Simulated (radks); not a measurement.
Neutral rhenium inside a hard spherical wall (all orbitals vanish at R), configuration held at [Xe] 4f14 5d5 6s2 and not refilled when levels cross. Calculated with a radial shooting solver on a logarithmic mesh with Libxc functionals: scalar-relativistic Kohn-Sham, PBE, spin-polarised, spherical densities, finite nucleus; open shells are filled with parallel spins first (spin-orbit coupling, left out, can overturn this in heavy ions); Fermi nuclear charge, rms radius 5.3698 fm. Eigenvalues in eV for spin up, with the zero of energy where the potential of the charges vanishes at infinity; a dash marks a level that is unbound or too diffuse for the functional's potential to be trusted. A positive occupied level is held by the wall or, in an anion where self-interaction has pushed it up, behind a barrier. The pressure on the wall is -dE/dV.

R (bohr),E (hartree),kinetic (hartree),e(5p),e(4f),e(6s),e(5d),"e(6p, empty)","e(7s, empty)",pressure (GPa)
free,-16689.5699,18436.034,-47.800,-42.023,-6.558,-6.403,-1.573,-,0
20,-16689.5699,18436.034,-47.800,-42.023,-6.558,-6.403,-1.573,-,< 0.0001
15,-16689.5699,18436.034,-47.800,-42.022,-6.558,-6.403,-1.570,0.233,< 0.0001
8,-16689.5661,18436.068,-47.606,-41.829,-6.398,-6.223,-1.098,3.802,0.165
7,-16689.5574,18436.131,-47.315,-41.534,-6.144,-5.959,-0.550,6.424,0.718
6,-16689.5278,18436.314,-46.614,-40.809,-5.483,-5.329,0.691,11.435,3.36
5,-16689.4224,18436.865,-44.929,-39.012,-3.664,-3.806,3.715,21.848,17.7
4,-16689.0091,18438.693,-40.879,-34.477,1.883,0.088,12.067,46.312,115
3,-16687.0359,18446.405,-30.668,-22.248,22.507,11.642,40.272,115.68,1090
2.5,-16683.4121,18459.988,-18.744,-7.916,53.921,26.873,79.750,201.79,4400
